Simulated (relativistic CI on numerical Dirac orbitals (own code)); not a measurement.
Hyperfine structure of Cd43+, mass number 111

Method of calculation: Dirac-Coulomb-Breit CI, orbitals from a KLI potential per configuration, a model potential for QED, unscaled Slater integrals (own radial code, finite nucleus).

CI space (outside the closed core 1s2): 2s2 2p, 2s 2p2, 2p3, 2p2 3s, 2p2 3p, 2p2 3d, 2s2 3s, 2s2 3p, 2s2 3d, 2s 2p 3s, 2s 2p 3p, 2s 2p 3d, 2s2 4s, 2s2 4p, 2s2 4d, 2s2 4f. Levels of other configurations are missing.

Nuclear spin I = 1/2, μ = -0.594 μN (tables of Stone and Pyykkö). The electronic factors are computed for point nuclear moments, without core polarisation or the Bohr-Weisskopf and QED corrections.

| Level | E (eV) | A (GHz) |
| --- | --- | --- |
| 2s2 2p 2P°_1/2 | 0.000 | -1578 |
| 2s 2p2 4P_1/2 | 136.511 | -4638 |
| 2s2 2p 2P°_3/2 | 213.954 | -257.7 |
| 2s 2p2 4P_3/2 | 309.468 | -1269 |
| 2s 2p2 2D_5/2 | 337.699 | -1438 |
| 2s 2p2 2D_3/2 | 382.441 | -2.618 |
| 2s 2p2 2P_1/2 | 384.831 | 1363 |
| 2s 2p2 4P_5/2 | 542.295 | -1214 |

Levels with J = 0, under 50 % of one LS term, or S terms without an open s electron are left out. Small factors come from cancelling terms and can be off by tens of per cent or more.

At this charge energies of transitions that change n are usually good to better than 1 %, and those within a shell (Δn = 0) to a few per cent.

Q: Give the hyperfine levels of 2s2 2p 2P°_1/2 relative to its centre of gravity.

A: With K = F(F + 1) − I(I + 1) − J(J + 1), E = AK/2: F = 0: 1183, F = 1: -394.4 GHz.

LS names give the leading component of a level, which can be under half, so a name can repeat, a term be missing and a line seem to break the LS rules.
